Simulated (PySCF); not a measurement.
SMILES [SiH3]Oc1cccs1 (C₄H₆OSSi) (GFN2-xTB optimised geometry):

```
13

Si    -2.405    -1.545    -0.021
O     -0.776    -1.408     0.000
C      0.015    -0.344     0.000
C      1.376    -0.344     0.000
C      1.920     0.961     0.000
C      0.976     1.931     0.000
S     -0.621     1.277     0.000
H     -2.474    -2.995     0.003
H     -2.977    -0.887     1.154
H     -2.940    -0.928    -1.234
H      1.960    -1.246     0.000
H      2.977     1.159     0.000
H      1.105     2.995     0.000
```

Calculation: B3LYP/def2-TZVP run with PySCF 2.14.0.

Question: What are the frontier orbital energies and the dipole moment?

Answer: HOMO-2 -8.90 eV, HOMO-1 -7.03 eV, HOMO -5.99 eV, LUMO -0.57 eV, LUMO+1 -0.34 eV; dipole moment 0.43 D.

Meta-Löwdin charges at B3LYP/def2-TZVP: Si1 0.78, O2 -0.54, C3 0.09, C4 -0.20, C5 -0.13, C6 -0.28, S7 0.24, H8 -0.10, H9 -0.12, H10 -0.12, H11 0.13, H12 0.13, H13 0.14.
